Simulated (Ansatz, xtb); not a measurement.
## Relative energy of two isomers of ClGaH4Si

Structure a: `Cl[SiH2][GaH2]`, a singlet. Structure b: `[SiH3][GaH][Cl]`, a singlet. Both are isolated molecules in the gas phase, relaxed with B3LYP-D3(BJ)/6-311G**; the shapes shown needn't be the lowest conformers.

a (Å):

```
atom    x (Å)    y (Å)    z (Å)
  Cl  -0.3724  -0.9589  -1.7400
  Ga  -1.8778   0.2113   1.4928
  Si  -1.0364   0.7529  -0.7190
   H  -2.0779   1.3755  -1.5767
   H   0.1203   1.6842  -0.6648
   H  -1.8896  -1.2622   2.0192
   H  -2.4155   1.3788   2.3945
```

b (Å):

```xyz
7

Cl    1.7036    0.5330    1.1605
Ga   -0.1541   -0.5757    0.8076
Si   -0.8737   -0.4764   -1.4936
H    -2.1356   -1.2317   -1.7046
H     0.1903   -1.0533   -2.3547
H    -1.0863    0.9448   -1.8692
H    -0.7038   -1.2473    2.1054
```

Question: Which of the two would you expect CCSD(T)/def2-TZVP electronic energies to favour?

Answer: Structure b; the calculation gives E(b) − E(a) = −12.7 kcal/mol.

The same difference at several levels:

| level | geometry | E(b) − E(a) (kcal/mol) | departure from the last row (kcal/mol) | job, with rough time for the two |
| --- | --- | --- | --- | --- |
| B3LYP-D3(BJ)/6-311G** | B3LYP-D3(BJ)/6-311G** | −13.8 | −1.1 | optimisation, 39 s |
| HF/def2-TZVP | B3LYP-D3(BJ)/6-311G** | −13.0 | −0.3 | part of the CCSD(T) run |
| MP2/def2-TZVP | B3LYP-D3(BJ)/6-311G** | −12.4 | +0.4 | part of the CCSD(T) run |
| CCSD(T)/def2-TZVP | B3LYP-D3(BJ)/6-311G** | −12.7 |  | single point, 37 s |

As drawn, b has 1 Cl–Ga, 1 Si–H in place of 1 Cl–Si, 1 Ga–H.

None of the levels shown reverses the order. The largest departure from CCSD(T)/def2-TZVP is that of B3LYP-D3(BJ)/6-311G**, 1.1 kcal/mol. Levels run at GFN2-xTB geometries aren't shown.

With harmonic frequencies from B3LYP-D3(BJ)/6-311G** (ideal gas, rigid rotor, one conformer each, 298.15 K, 1 atm): on the last row, ΔE + ΔZPE = −12.2 kcal/mol. A mode under 50 cm⁻¹ makes harmonic enthalpies and free energies unreliable, so none is given.

The correlated steps freeze 19 core orbitals; the filled d shell of Ga is correlated, in a basis made for valence electrons. Codes used: Ansatz 0.2.0; the last row on 2 threads of Arm Neoverse V2 on a shared host.
